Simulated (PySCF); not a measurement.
**33S chemical shifts**

PySCF 2.14 calculation with shielding tensors at PBE0/pcSseg-1 (GIAO) and structure optimised with GFN2-xTB; one conformer, non-relativistic, one averaged value for each set of equivalent atoms, no solvent model.

Shieldings were converted by a linear fit to measured shifts: 33S (scatter 33.3 ppm rms vs sulfate, solution or neat liquid). A few per cent of atoms miss by over 2 rms, more outside the fitted compound classes.

Q: Give the 33S shifts of `CC(=O)[P@@](=S)(CO)C1CC1`, `O=Cc1nncs1`.

A: 
```
                compound           environment  δ (ppm)
CC(=O)[P@@](=S)(CO)C1CC1    sulfur bonded to P     -612
              O=Cc1nncs1  aromatic ring sulfur      -29
```

Q: Match the shifts 448, -22, -610 ppm to `O=C1CCP(=S)(CO)CC1`, `C=C(C)[C@@](C)([SiH3])C(=S)CF`, `CS(=O)(=O)C1CCNCC1`.

A: 448: C=C(C)[C@@](C)([SiH3])C(=S)CF (thione sulfur); -22: CS(=O)(=O)C1CCNCC1 (sulfone sulfur); -610: O=C1CCP(=S)(CO)CC1 (sulfur bonded to P).
